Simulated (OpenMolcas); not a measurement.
Worked example: ideal-gas entropy of BSiH3OF2 (SMILES FB(F)O[SiH3])

A singlet with charge 0, relaxed at HF/6-31G* (Cartesian functions) (OpenMolcas 26.06):

```xyz
8

F     1.6490   -1.9265    1.0863
B     0.5873   -1.2696    0.6921
F    -0.5886   -1.8124    0.9360
O     0.6991   -0.0989    0.0694
Si   -0.3465    1.0180   -0.5703
H    -1.2329    1.5303    0.4859
H     0.4709    2.1061   -1.1185
H    -1.1461    0.3958   -1.6366
```

Harmonic wavenumbers in cm⁻¹: 62, 105, 110, 427, 528, 726, 738, 806, 813, 1051, 1052, 1076, 1093, 1502, 1578, 2411, 2415, 2436.

Masses in u: F 18.998, B 10.81, O 15.999, Si 28.085, H 1.008. Take T = 298.15 K, p = 1 bar, R = 8.3145 J/(mol K), kT/hc = 207.22 cm⁻¹, rigid rotor and harmonic oscillator.

Question: Compute the standard molar entropy.

Answer: 
1. Translation (Sackur–Tetrode): S = R[3/2 ln M + 5/2 ln T − 1.1517] with M = 95.914 gives 165.8 J/(mol K).
2. Rotation: principal moments 53.430, 224.275, 271.858 u Å² give A, B, C = 0.3155, 0.0752, 0.062 cm⁻¹; the symmetry number is σ = 1; q = (√π/σ)√((kT/hc)³/ABC) = 137854; S = R(ln q + 3/2) = 110.9.
3. Vibration: with u = ν̃/207.22, each mode gives R[u/(eᵘ − 1) − ln(1 − e⁻ᵘ)]; the sum is 57.4, most from 62 cm⁻¹ (18.4), 105 cm⁻¹ (14.1), 110 cm⁻¹ (13.7).
4. Spin: R ln 1 = 0.0.
5. Sum: 165.8 + 110.9 + 57.4 + 0.0 = 334.1 J/(mol K).

No measured value is set beside it here. Where a soft mode is a torsion, a harmonic oscillator describes it poorly. Unscaled Hartree–Fock wavenumbers run high.
